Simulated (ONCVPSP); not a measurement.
Configuration tests for tellurium (Te) (ONCV)

- Element: Te
- Generator: ONCVPSP 4.0.1
- Type: optimised norm-conserving Vanderbilt (ONCV)
- Functional: PBE
- Relativity: scalar-relativistic
- Frozen core: [Kr]
- Valence charge: 16
- Reference configuration: 4d10 5s2 5p2 (charge +2)
- Partial waves: 5s: rc 1.90 bohr, ncon 4, nbas 8, qcut 3.1 1/bohr, 2 projectors, debl 3.4 Ha; 5p: rc 1.80 bohr, ncon 4, nbas 8, qcut 3.7 1/bohr, 2 projectors, debl 2.5 Ha; 4d: rc 1.10 bohr, ncon 5, nbas 9, qcut 15.5 1/bohr, 2 projectors, debl 2.5 Ha
- Local potential: polynomial inside 0.95 bohr (lpopt 3, dvloc0 4 Ha)
- Core correction: none

Energies are relative to the spin-unpolarised reference configuration 4d10 5s2 5p2; without spin polarisation the order of configurations can differ from experiment.

```json
{"valence configuration": "4d10 5s2 5p4", "charge": "0", "ΔE all-electron (eV)": "-27.654", "error AE − PS (meV)": "+11"}
{"valence configuration": "4d10 5s2 5p3", "charge": "+1", "ΔE all-electron (eV)": "-17.925", "error AE − PS (meV)": "+6.3"}
```

What are ΔE and the potential's error for 4d9 5s2 5p4?

ΔE = 21.600 eV all-electron; the error (AE − PS) is -367 meV.

What are ΔE and the potential's error for 4d10 5s2 5p1?

ΔE = 26.898 eV all-electron; the error (AE − PS) is -2.7 meV.

Note: ghosts flagged at negative energy: s at -64.3 eV; GHOST(+) flagged for p at 35.2 eV. A true bound ghost makes a file unfit for plane-wave use.
